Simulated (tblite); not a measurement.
Species: C6H7P.
Atom-mapped SMILES: `[CH3:1][c:2]1[cH:3][cH:4][cH:5][p:6][cH:7]1` (hydrogens: H8, H9, H10 on C1; H11 on C3; H12 on C4; H13 on C5; H14 on C7)

The geometry is computed with GFN2-xTB (gas phase).

(1) Give the optimised bond lengths and angles.

Answers

(1) 
```
                bond  length (pm)
               C1–C2        150.2
               C2–C3        139.3
               C3–C4        138.3
               C4–C5        138.0
               C5–P6        173.2
               P6–C7        173.4
               C2–C7        138.2
C1–H8, C1–H9, C1–H10        108.9
              C3–H11        108.1
              C4–H12        108.3
              C5–H13        108.3
              C7–H14        108.4
```

Bonds in one row agree within 1 pm and their mean is given. A selection of angles:
```
    angle  degrees
 C2–C1–H8    110.0
C2–C1–H10    111.3
 H8–C1–H9    107.8
H8–C1–H10    108.5
 C1–C2–C3    118.4
 C1–C2–C7    119.9
 C3–C2–C7    121.7
 C2–C3–C4    123.4
C2–C3–H11    118.0
C4–C3–H11    118.5
 C3–C4–C5    123.7
C3–C4–H12    118.0
C5–C4–H12    118.3
 C4–C5–P6    124.9
C4–C5–H13    118.5
P6–C5–H13    116.6
 C5–P6–C7    100.1
P6–C7–H14    115.7
 C2–C7–P6    126.3
C2–C7–H14    118.0
```

The 6-membered ring C2–C3–C4–C5–P6–C7 has internal angles of 100.1° to 126.3° (sum 720°, against 720° for a flat polygon); it is planar, 0.00 Å rms from its mean plane, widest ring torsion 0°. The 7 heavy atoms lie in one plane (0.003 Å rms). The C–C distances run from 1.380 Å (C4–C5, aromatic) to 1.502 Å (C1–C2, drawn single), a spread of 0.122 Å. Of the pairs four or more bonds apart, H10···H14 is among the closest relative to their van der Waals radii: 2.30 Å, 96 % of the sum of Bondi's values. P6 (phosphorus bonded to 2 C) is bent (angle 100.1°).

Point group: near Cs, missed by 0.18 Å at most; the miss may be what the optimiser left on a soft mode. Its GFN2-xTB frequencies are all real (lowest 22 cm⁻¹). 2 starts were optimised and ended at 0.00 and 0.03 kcal/mol (GFN2-xTB); the lowest of these is shown.
